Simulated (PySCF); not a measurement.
C4H12OSi, SMILES CC[Si@H](C)OC.

Geometry: ωB97X-D3(BJ)/def2-SVP. The structure was generated by enumeration; whether it is a known compound was not checked. One conformer was computed; it need not be the lowest.

Two levels are set side by side: TDA-PBE/def2-SVPD (PySCF) and TDA-B3LYP/def2-SVPD (PySCF). Vertical, same geometry. The lowest singlet is HOMO→LUMO 100 % with PBE and HOMO→LUMO 98 % with the other functional; states are paired by order. Differences are taken from unrounded values.

| quantity | TDA-B3LYP | TDA-PBE | TDA-PBE minus TDA-B3LYP |
|---|---|---|---|
| lowest singlet excitation (eV) | 6.79 | 6.06 | -0.74 |
| lowest triplet excitation (TDA) (eV) | 6.70 | 5.98 | -0.72 |

A lower first singlet is the usual sign of a functional without exact exchange. Differences between two approximate levels are no errors against the true value.

Rough cost on one machine, each run with all the roots and properties that it gave: TDA-B3LYP against TDA-PBE about 2 times.
